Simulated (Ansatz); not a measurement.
Relaxation of KI₂⁻ with UKS PBE0-D4/def2-TZVPD.

```sh
$ ansatz run in.yaml --threads 4 --pin off --events-out ev --progress --plain --max-ram 3916MiB
```

```yaml
crystal:
  periodic: [false, false, false]
  atoms:
    - {symbol: K, position_ang: [0.003481, 0.005158, -0.002935]}
    - {symbol: I, position_ang: [-0.627779, -2.019178, -2.481037]}
    - {symbol: I, position_ang: [0.624298, 2.014021, 2.483971]}
basis:
  gaussian: {orbitals: def2-TZVPD}
total_charge: -1
magnetization: {spin_polarized: true, initial_magnetization: 4}
hamiltonian: {xc: pbe0, dispersion: d4}
scf: {lower_state_search: "off"}
output: {orbitals: {seedname: orbitals}}
relax: {f_tol: 0.02, max_steps: 100}
```

Run time 51 s (4 threads of Intel Xeon Platinum 8488C on a shared host), peak host memory 0.9 GiB.

Positions (Å) and forces (eV/Å) at steps 1, 2, 3, 4, 6, 7, 8 of 8:

```xyz
3
step=1 energy=-32520.6855 eV
K     0.003    0.005   -0.003    0.000   -0.004   -0.010
I    -0.628   -2.019   -2.481   -0.112   -0.361   -0.442
I     0.624    2.014    2.484    0.113    0.365    0.451
3
step=2 energy=-32520.7721 eV
K     0.003    0.005   -0.003    0.000   -0.002   -0.005
I    -0.644   -2.072   -2.546   -0.084   -0.270   -0.331
I     0.641    2.067    2.549    0.084    0.272    0.336
3
step=3 energy=-32520.8968 eV
K     0.003    0.005   -0.003    0.000   -0.001   -0.003
I    -0.682   -2.193   -2.695   -0.043   -0.137   -0.168
I     0.678    2.188    2.698    0.043    0.138    0.171
3
step=4 energy=-32520.9597 eV
K     0.004    0.005   -0.004    0.000   -0.001   -0.001
I    -0.719   -2.313   -2.843   -0.022   -0.069   -0.085
I     0.716    2.309    2.847    0.022    0.070    0.086
3
step=6 energy=-32521.0130 eV
K     0.004    0.005   -0.004    0.000    0.000    0.000
I    -0.796   -2.561   -3.147   -0.013   -0.043   -0.052
I     0.792    2.556    3.152    0.013    0.043    0.053
3
step=7 energy=-32521.0691 eV
K     0.004    0.005   -0.005    0.001    0.001    0.000
I    -0.833   -2.681   -3.295   -0.037   -0.118   -0.145
I     0.830    2.676    3.300    0.036    0.117    0.145
3
step=8 energy=-32521.1039 eV
K     0.004    0.005   -0.005    0.000    0.000    0.000
I    -0.871   -2.802   -3.444   -0.001   -0.004   -0.005
I     0.867    2.797    3.449    0.001    0.004    0.005
```

In the def2 sets I takes a core potential; there is no spin–orbit coupling. The highest occupied level of the charge -1 quintet lies above zero (up to 0.86 eV). It is a level of α spin, whose loss leaves a quartet; that state wasn't run at this geometry and level. The electron is either unbound and held by the finite basis, or the level is raised by self-interaction error. The relaxation made no stability test and no search for a lower SCF solution. At PBE0-D4/def2-TZVPD a singlet of charge -1 lies 8.33 eV below the quintet, each at its own geometry. The structure comes from a short search, and lower isomers may exist.
